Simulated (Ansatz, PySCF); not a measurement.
Conformers of C4H6O (SMILES C=COC=C), B3LYP-D3(BJ)/def2-TZVP minima from an xTB search, which can miss the lowest.
Conformer 1 (charge 0, multiplicity 1):
```
atom    x (Å)    y (Å)    z (Å)
----  -------  -------  -------
C     -1.8779  -0.0192  -0.2810
C     -1.0914   0.9412   0.1897
O      0.2650   0.9030   0.3299
C      0.8925  -0.3140   0.3066
C      2.1257  -0.4503  -0.1529
H     -1.5033  -0.9658  -0.6422
H     -2.9427   0.1532  -0.3274
H     -1.4686   1.9033   0.5096
H      0.3179  -1.1264   0.7382
H      2.6626   0.3828  -0.5847
H      2.6203  -1.4077  -0.0858
```

Cores are frozen in the correlated methods. CBS(a, b) extrapolates the correlation energy as X⁻³ and adds the Hartree–Fock energy of set b. MP2 and its Hartree–Fock in cc-pVQZ are density fitted. Rows in 6-31G* carry no dispersion term and start afresh at each structure (6-31G* with six Cartesian d functions).

The values were computed with Ansatz (an electronic-structure program) with Gaussian orbitals; PySCF for 6-31G* rows. 

Electronic energies of 3 conformers above conformer 1 (kcal/mol):

```tsv
level	conformer 1	conformer 2	conformer 3
PBE/def2-TZVPP	0.00	-0.39	3.10
B3LYP/6-31G*	0.00	-0.06	2.80
wB97M-V/def2-TZVPP	0.00	0.18	2.91
MP2/CBS(cc-pVTZ, cc-pVQZ) + ΔCCSD(T)/cc-pVTZ	0.00	0.44	2.83
```

Give Boltzmann populations at 298.15 K for each level, counting each conformer once and leaving out zero-point, thermal and symmetry terms.


Weights exp(−E/RT) with RT = 0.5925 kcal/mol, divided by their sum:
- PBE/def2-TZVPP: 34 %, 66 %, 0 %
- B3LYP/6-31G*: 47 %, 52 %, 0 %
- wB97M-V/def2-TZVPP: 57 %, 42 %, 0 %
- MP2/CBS(cc-pVTZ, cc-pVQZ) + ΔCCSD(T)/cc-pVTZ: 67 %, 32 %, 1 %
The share of conformer 1 runs from 34 to 67 % over these levels.
